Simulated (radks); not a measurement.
Q: Radial electron density D(r) = 4 pi r^2 rho(r) of an atom or ion with 14 electrons. Method: non-relativistic Kohn-Sham, PBE, spin-polarised, spherical densities, point nucleus; computed with a radial shooting solver on a logarithmic mesh with Libxc functionals.

| r (bohr) | D(r) (e/bohr) | spin D(r) |
|---|---|---|
| 0.009977 | 2.038 | -0.000160 |
| 0.0131 | 3.197 | -0.000159 |
| 0.01719 | 4.873 | 0.0000210 |
| 0.02274 | 7.225 | 0.000806 |
| 0.02985 | 10.07 | 0.00321 |
| 0.03918 | 13.15 | 0.00980 |
| 0.05143 | 15.79 | 0.0263 |
| 0.06751 | 17.06 | 0.0644 |
| 0.08932 | 16.20 | 0.148 |
| 0.1172 | 13.60 | 0.301 |
| 0.1539 | 11.09 | 0.550 |
| 0.202 | 10.85 | 0.876 |
| 0.2673 | 13.26 | 1.18 |
| 0.3508 | 15.35 | 1.24 |
| 0.4605 | 13.90 | 0.972 |
| 0.6044 | 9.019 | 0.545 |
| 0.7933 | 4.310 | 0.364 |
| 1.05 | 2.489 | 0.659 |
| 1.378 | 2.655 | 1.13 |
| 1.808 | 2.394 | 1.18 |
| 2.374 | 1.307 | 0.726 |
| 3.141 | 0.4158 | 0.273 |
| 4.123 | 0.1475 | 0.130 |
| 5.411 | 0.1185 | 0.118 |
| 7.103 | 0.07023 | 0.0702 |
| 9.323 | 0.01963 | 0.0196 |
| 12.34 | 0.001910 | 0.00191 |

What is the nuclear charge?

A: Z = 15. The innermost maximum, from 1s, lies near 1/Z = 0.0667 bohr (found: 0.0703), and its height grows with Z. The density is that of the phosphorus ion P+ in [He] 2s2 2p5.5 3s2 3p2 4p0.5; the configuration itself is not fixed sharply by these data, and Z only to about a unit. D(r) has 3 maxima, at r = 0.0703, 0.368, 1.48 bohr, and minima at 0.181, 1.11 bohr, inside which lie 2.20, 9.86 electrons.
